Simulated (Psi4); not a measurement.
CBF₂NO (SMILES O=C=NB(F)F), singlet, geometry from GFN2-xTB; HF/6-31G, TDA (Psi4 1.11).

Here is a job for Psi4.
```
memory 2 GB

molecule {
0 1
B     0.49799479   -0.39248736    0.72186990
F     1.77653276   -0.63901127    0.86289394
F    -0.27959904   -0.68553688    1.74045271
N     0.00432106    0.16851257   -0.45668734
C    -0.76105003    0.64115656   -1.24167227
O    -1.42829056    1.10710535   -2.04907807
symmetry c1
}

set {
  basis 6-31g
  puream true
  save_jk true
  tdscf_states [5]
  tdscf_tda true
  d_convergence 1e-8
}

energy('td-scf')
print_variables()
```

Q: What does Psi4 print? Leave out banner, timings and long lists.

A: 
```
   => Loading Basis Set <=

    Name: 6-31G
    Role: ORBITAL
    Keyword: BASIS

         ---------------------------------------------------------
                                   SCF
               by Justin Turney, Rob Parrish, Andy Simmonett
                          and Daniel G. A. Smith
                              RHF Reference
         ---------------------------------------------------------

  ==> Geometry <==

    Molecular point group: c1
    Full point group: C1

    Geometry (in Angstrom), charge = 0, multiplicity = 1:

       Center              X                  Y                   Z               Mass
    ------------   -----------------  -----------------  -----------------  -----------------
         B            0.475968867781    -0.373546623308     0.685203499919    11.009305360000
         F            1.754506837781    -0.620070533308     0.826227539919    18.998403162730
         F           -0.301624962219    -0.666596143308     1.703786309919    18.998403162730
         N           -0.017704862219     0.187453306692    -0.493353740081    14.003074004430
         C           -0.783075952219     0.660097296692    -1.278338670081    12.000000000000
         O           -1.450316482219     1.126046086692    -2.085744470081    15.994914619570

  Running in c1 symmetry.

  Rotational constants: A =      0.35369  B =      0.06356  C =      0.05388 [cm^-1]
  Rotational constants: A =  10603.42595  B =   1905.39197  C =   1615.27366 [MHz]
  Nuclear repulsion =  196.016615533252292

  Charge       = 0
  Multiplicity = 1
  Electrons    = 44
  Nalpha       = 22
  Nbeta        = 22

  ==> Algorithm <==

  SCF Algorithm Type is DF.
  DIIS enabled.
  MOM disabled.
  Fractional occupation disabled.
  Guess Type is SAD.
  Energy threshold   = 1.00e-06
  Density threshold  = 1.00e-08
  Integral threshold = 1.00e-12

  ==> Primary Basis <==

  Basis Set: 6-31G
    Blend: 6-31G
    Number of shells: 30
    Number of basis functions: 54
    Number of Cartesian functions: 54
    Spherical Harmonics?: true
    Max angular momentum: 1

   => Loading Basis Set <=

    Name: (6-31G AUX)
    Role: JKFIT
    Keyword: DF_BASIS_SCF

  ==> Integral Setup <==

  SCF_SUBTYPE=INCORE selected. In-core MEM_DF algorithm will be used.
  Using in-core AOs.

  ==> MemDFJK: Density-Fitted J/K Matrices <==

    J tasked:                   Yes
    K tasked:                   Yes
    wK tasked:                   No
    Algorithm:                 Core
    Schwarz Cutoff:           1E-12
    Mask sparsity (%):       4.8011
    Fitting Condition:        1E-10

   => Auxiliary Basis Set <=

  Basis Set: (6-31G AUX)
    Blend: CC-PVDZ-JKFIT
    Number of shells: 144
    Number of basis functions: 420
    Number of Cartesian functions: 486
    Spherical Harmonics?: true
    Max angular momentum: 3

  Minimum eigenvalue in the overlap matrix is 3.1008243499E-03.
  Reciprocal condition number of the overlap matrix is 7.6531706889E-04.
    Using symmetric orthogonalization.

  ==> Pre-Iterations <==

  SCF Guess: Superposition of Atomic Densities via on-the-fly atomic UHF (no occupation information).

   -------------------------
    Irrep   Nso     Nmo
   -------------------------
     A         54      54
   -------------------------
    Total      54      54
   -------------------------

  ==> Iterations <==

                           Total Energy        Delta E     RMS |[F,P]|

   @DF-RHF iter SAD:  -389.80240181968747   -3.89802e+02   0.00000e+00
   @DF-RHF iter   1:  -390.62925835094762   -8.26857e-01   1.04023e-02 DIIS/ADIIS
   @DF-RHF iter   2:  -390.71295101428075   -8.36927e-02   6.48354e-03 DIIS/ADIIS
   @DF-RHF iter   3:  -390.75524124791173   -4.22902e-02   8.96001e-04 DIIS/ADIIS
   @DF-RHF iter   4:  -390.75607157082959   -8.30323e-04   3.95355e-04 DIIS/ADIIS
   @DF-RHF iter   5:  -390.75629461354254   -2.23043e-04   7.26845e-05 DIIS
   @DF-RHF iter   6:  -390.75630652522312   -1.19117e-05   2.25012e-05 DIIS
[...]
  @DF-RHF Final Energy:  -390.75630824801419
    Total Energy =                       -390.7563082480141929
[...]
  DavidsonSolver iter   6:   2.85588e-06  8.43658e-04     45
  DavidsonSolver iter   7:   1.50418e-06  6.13756e-04     50
  DavidsonSolver iter   8:   3.50325e-07  2.70510e-04     55
  DavidsonSolver iter   9:   4.51645e-08  9.91068e-05     60
  DavidsonSolver iter  10:   3.33834e-09  2.16287e-05     64
  DavidsonSolver iter  11:   1.49800e-10  6.17389e-06     66
  DavidsonSolver iter  12:   1.55861e-11  1.87191e-06     67
  DavidsonSolver iter  13:   1.19837e-12  8.03329e-07     68      Converged

******************************************************************************************
**********                               WARNING                                **********
**********  Length-gauge rotatory strengths are **NOT** gauge-origin invariant  **********
******************************************************************************************

                                    Excitation Energy         Total Energy        Oscillator Strength             Rotatory Strength
     #   Sym: GS->ES (Trans)        au              eV              au          au (length)    au (velocity)    au (length)    au (velocity)
    ---- -------------------- --------------- --------------- --------------- --------------- --------------- --------------- ---------------
     1        A->A (1 A)       0.27751         7.55151        -390.47880       0.0002          0.0004         -0.0003         -0.0000
     2        A->A (1 A)       0.29997         8.16270        -390.45633       0.0261          0.0053         -0.0000          0.0000
     3        A->A (1 A)       0.31223         8.49630        -390.44407       0.0009          0.0001         -0.0006         -0.0003
     4        A->A (1 A)       0.41900         11.40169       -390.33730       0.2176          0.0529          0.0060          0.0029
     5        A->A (1 A)       0.43299         11.78212       -390.32332       0.0218          0.0071         -0.0142         -0.0074

Contributing excitations
Only contributions with abs(coeff) > 1.00e-01 will be printed:

Excited State    1 (1 A):   0.27751 au   164.18 nm f = 0.0002
  Sums of squares: Xssq =  1.000000e+00
     22a  ->  23a    -0.934668 (87.360%)
     22a  ->  26a     0.317623 (10.088%)

Excited State    2 (1 A):   0.29997 au   151.89 nm f = 0.0261
  Sums of squares: Xssq =  1.000000e+00
     21a  ->  23a    -0.712887 (50.821%)
     21a  ->  26a     0.256925 ( 6.601%)
     22a  ->  24a     0.639470 (40.892%)

Excited State    3 (1 A):   0.31223 au   145.93 nm f = 0.0009
  Sums of squares: Xssq =  1.000000e+00
     21a  ->  24a    -0.982085 (96.449%)
     22a  ->  23a    -0.106341 ( 1.131%)

Excited State    4 (1 A):   0.41900 au   108.74 nm f = 0.2176
  Sums of squares: Xssq =  1.000000e+00
     21a  ->  23a     0.296461 ( 8.789%)
     21a  ->  26a     0.127077 ( 1.615%)
     22a  ->  24a     0.300204 ( 9.012%)
     22a  ->  25a    -0.748557 (56.034%)
     22a  ->  27a     0.445859 (19.879%)

Excited State    5 (1 A):   0.43299 au   105.23 nm f = 0.0218
  Sums of squares: Xssq =  1.000000e+00
     21a  ->  25a     0.839680 (70.506%)
     21a  ->  27a    -0.464613 (21.587%)

******************************************************************************************
**********                               WARNING                                **********
**********       The names of excited state variables changed between 1.5       **********
**********     and 1.6. For a quick solution, remove the symmetry specifier     **********
**********   from the variable name. For full details, see 'Notes on Psivars'   **********
**********                        in the documentation.                         **********
******************************************************************************************

  Variable Map:
  ----------------------------------------------------------------------------
[...]
  Array Variable Map:
  ----------------------------------------------------------------------------
[...]
[...]
```
